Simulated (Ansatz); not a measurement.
AlFH2 (SMILES [F][AlH2]) moved off its minimum; all values from Ansatz (a first-principles code), cores frozen in correlated methods.
(charge 0, multiplicity 1)
```xyz
4

Al    -0.2349    -0.4951     0.1466
H      0.4791    -1.3381     1.3049
H     -1.5718    -0.8392    -0.5672
F      0.5139     0.9686    -0.2744
```

Forces at r2SCAN/def2-TZVPP (eV/Å):

| atom | Fx | Fy | Fz |
|---|---|---|---|
| Al1 | 0.856 | 0.939 | 0.211 |
| H2 | -0.156 | 0.157 | -0.303 |
| H3 | -0.189 | -0.075 | -0.152 |
| F4 | -0.511 | -1.021 | 0.244 |

Task: Give the forces (eV/Å), the total energy and the dipole at CCSD(T)/aug-cc-pV(T+d)Z.

Result: 
```csv
atom,Fx,Fy,Fz
Al1,0.803,0.849,0.243
H2,-0.175,0.160,-0.323
H3,-0.168,-0.083,-0.135
F4,-0.460,-0.926,0.216
```
Energy -343.0078 hartree, dipole 1.64 D.
